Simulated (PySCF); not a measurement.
**Shapes and spin states of CrO(OH)**

Level of theory: PySCF, PBE0, basis Cr def2-SVP, O def2-SVP, H def2-SVP (no relativity, density fitting).

Relaxations began from a few typed shapes and spin states; open shells are unrestricted. The search is not exhaustive: other isomers or separated fragments can lie lower, and high-lying points may rest on an excited occupation.

(1) Order these stationary points by electronic energy, lowest first, in kJ/mol from the lowest minimum.
A. broken-symmetry Ms = 1/2 (⟨S²⟩ 1.72) Cs: Cr–O 1.550 Å, Cr–O 1.742 Å, O–H 0.961 Å; Cr–O–H 138.0°, O–Cr–O 137.2°
B. quartet Cs: Cr–O 1.570 Å, Cr–O 1.749 Å, O–H 0.960 Å; Cr–O–H 140.5°, O–Cr–O 141.5°

(2) Which of them are minima?

Answers

(1) B (0.0), A (86.7).

(2) By energy in kJ/mol, 0.0: minimum; 86.7: minimum.

For the lowest minimum: with open d or f shells other occupations or spin states may lie lower.
